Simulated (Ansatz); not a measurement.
Results of the Gaussian-basis code of Ansatz.

A structure relaxed at PBE0-D4/def2-TZVP, charge 0, multiplicity 1:

| atom | x (Å) | y (Å) | z (Å) |
| --- | --- | --- | --- |
| C1 | 1.119 | -0.717 | 1.241 |
| Ge2 | 0.272 | -0.577 | -0.504 |
| F3 | -0.715 | -2.021 | -0.665 |
| Si4 | -1.228 | 1.263 | -0.753 |
| H5 | 0.363 | -0.720 | 2.026 |
| H6 | 1.793 | 0.127 | 1.402 |
| H7 | 1.694 | -1.642 | 1.295 |
| H8 | 1.309 | -0.679 | -1.643 |
| H9 | -2.239 | 1.235 | 0.336 |
| H10 | -1.911 | 1.198 | -2.071 |
| H11 | -0.458 | 2.533 | -0.664 |

Q: Give its formula and SMILES.

A: CH7FGeSi, `[CH3][GeH]([F])[SiH3]`.

Q: Summarise the bond lengths by kind.

A: 1 × C–Ge 1.944 Å; 3 × C–H 1.090 to 1.092 Å; 1 × F–Ge 1.757 Å; 1 × Ge–Si 2.388 Å; 1 × Ge–H 1.543 Å; 3 × H–Si 1.485 to 1.488 Å.
